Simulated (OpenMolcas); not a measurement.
# CH2FNSi (SMILES FC1=N[SiH2]1): methods side by side

The species is CH2FNSi (6 atoms), meant as a singlet with charge 0. As SMILES, `FC1=N[SiH2]1`. Geometry: relaxed at PBE0-D4/def2-TZVP.

```xyz
6

F     1.4231   -1.6083    0.8515
C     0.5130   -0.8154    0.3336
N    -0.6241   -1.1109   -0.1245
Si   -0.2844    0.6546   -0.2339
H     0.0017    1.2434   -1.5575
H    -0.9873    1.5727    0.6846
```

Each level gives the dipole moment (D). The values are calculated.

```csv
level,kind,program,value (D)
HF/6-311+G**,Hartree–Fock,OpenMolcas,3.72
SVWN5/6-311+G**,LDA,OpenMolcas,2.80
BLYP/6-311+G**,GGA,OpenMolcas,2.79
PBE/6-311+G**,GGA,OpenMolcas,2.68
M06-L/6-311+G**,meta-GGA,OpenMolcas,2.79
r2SCAN/6-311+G**,meta-GGA,OpenMolcas,2.80
B3LYP/6-311+G**,global hybrid,OpenMolcas,3.05
M06-2X/6-311+G**,hybrid meta-GGA,OpenMolcas,3.27
```

The values span 2.68 to 3.72 D. Magnitudes only.
